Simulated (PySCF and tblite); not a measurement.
Results of a calculation; reference values are marked as such.
C7H10O, numbered as in [CH:1]#[C:2][CH:3]1[CH2:4][CH2:5][O:6][CH2:7][CH2:8]1.

Geometries GFN2-xTB; weights from B3LYP-D3(BJ)/def2-SVP (IEF-PCM, dichloromethane) energies and GFN2-xTB thermal corrections, with symmetry numbers and mirror pairs. Conformers within 2.5 kcal/mol (GFN2-xTB free energy) were kept, 6 at most. Programs: PySCF with density fitting and tblite.

Rotational constants are equilibrium values for the commonest isotopes; dipoles come from the energy level named and are polarised by its solvent model.

The 6-ring runs over atoms 3–4–5–6–7–8.

```
conformer                                       shape  symmetry  weight %
        1  6-ring chair (all substituents equatorial)        Cs      71.9
        2                     6-ring chair (C2 axial)        Cs      28.1
```

Sets of constants, in random order:

| set | A (MHz) | B (MHz) | C (MHz) | abs μa (D) | abs μb (D) | abs μc (D) |
| --- | --- | --- | --- | --- | --- | --- |
| P | 4652 | 1409 | 1156 | 0.39 | 0.00 | 1.08 |
| Q | 3216 | 1774 | 1605 | 0.99 | 0.00 | 0.85 |

(1) Match each set to its conformer.

Results:

(1) P is conformer 1, Q is conformer 2.
